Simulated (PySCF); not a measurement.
# First hyperpolarisability: SMILES O=S(=O)(C=C=CO)C(F)(F)F, C$_{4}$H$_{3}$F$_{3}$O$_{3}$S

Cartesian coordinates in Å; atom numbers follow the order of the lines, from 1:
```xyz
14

O    -0.008    1.604   -1.026
S    -0.844    0.416   -1.059
O    -1.551   -0.027   -2.249
C     0.047   -0.982   -0.387
C     1.128   -0.760    0.311
C     2.199   -0.420    0.999
O     3.435   -0.213    0.532
C    -2.161    0.680    0.237
F    -3.026    1.566   -0.210
F    -2.780   -0.468    0.471
F    -1.616    1.113    1.360
H    -0.384   -1.954   -0.654
H     2.126   -0.295    2.085
H     3.434   -0.261   -0.433
```

Method used: quadratic response CAM-B3LYP/aug-cc-pVDZ first hyperpolarisability, Taylor convention, gas phase (PySCF 2.14.0). Geometry: PBE0-D3(BJ)/def2-SVP.

**Question.** Give β for the processes computed.

**Answer.** In au, Taylor convention; the vector part is βᵢ = ⅓ Σⱼ (βᵢⱼⱼ + βⱼᵢⱼ + βⱼⱼᵢ); β∥ is 3/5 of the vector part along the dipole, the dipole points from − to +:
```csv
process,λ (nm),β vector norm,β∥,β HRS,depolarisation ratio
"static β(0;0,0)",∞,132.1,-67.3,53.4,5.45
"second harmonic β(−2ω;ω,ω)",1907,136.6,-69.8,55.3,5.41
"Pockels β(−ω;ω,0)",1907,133.6,-68.2,–,–
"second harmonic β(−2ω;ω,ω)",1064,147.6,-75.9,60.0,5.30
"Pockels β(−ω;ω,0)",1064,136.9,-70.0,–,–
```

**Question.** Which lowest excitations, dipole and polarisabilities go with it?

**Answer.** S1 4.03 eV (f = 0.000); S2 6.27 eV (f = 0.000); S3 6.35 eV (f = 0.037); dipole 3.98 D; isotropic α 87.8 au static, 88.1 au at 1907 nm, 88.7 au at 1064 nm, 89.0 au at 953.5 nm, 91.7 au at 532 nm.
